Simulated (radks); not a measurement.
Neutral holmium inside a hard spherical wall (all orbitals vanish at R), configuration held at [Xe] 4f11 6s2 and not refilled when levels cross. Method: scalar-relativistic Kohn-Sham, PBE, spin-polarised, spherical densities, point nucleus; open shells are filled with parallel spins first (spin-orbit coupling, left out, can overturn this in heavy ions); computed with a radial shooting solver on a logarithmic mesh with Libxc functionals. Eigenvalues in eV for spin up, with the zero of energy where the potential of the charges vanishes at infinity; a dash marks a level that is unbound or too diffuse for the functional's potential to be trusted. A positive occupied level is held by the wall or, in an anion where self-interaction has pushed it up, behind a barrier. The pressure on the wall is -dE/dV.

| R (bohr) | E (hartree) | kinetic (hartree) | e(5s) | e(5p) | e(4f) | e(6s) | e(6p, empty) | e(5d, empty) | pressure (GPa) |
|---|---|---|---|---|---|---|---|---|---|
| free | -12616.4094 | 13646.109 | -50.979 | -26.301 | -4.155 | -3.830 | -1.159 | -1.132 | 0 |
| 8 | -12616.3932 | 13646.218 | -50.325 | -25.655 | -3.513 | -3.257 | 0.079 | -0.478 | 0.552 |
| 5 | -12616.1305 | 13647.295 | -46.965 | -22.433 | -0.109 | 1.816 | 8.198 | 3.295 | 26.5 |
| 4 | -12615.5791 | 13649.356 | -43.433 | -19.104 | 3.759 | 10.148 | 20.092 | 7.961 | 145 |
| 3.5 | -12614.8476 | 13652.115 | -40.013 | -15.768 | 7.735 | 19.826 | 32.939 | 12.817 | 401 |
| 3 | -12613.1923 | 13658.292 | -33.959 | -9.482 | 15.041 | 39.075 | 56.939 | 21.893 | 1300 |
| 2.5 | -12608.9515 | 13673.381 | -21.916 | 4.013 | 29.423 | 80.876 | 105.91 | 40.799 | 5080 |
| 1.5 | -12549.3926 | 13856.892 | 102.94 | 149.92 | 134.19 | 473.43 | 528.42 | 222.71 | 189000 |
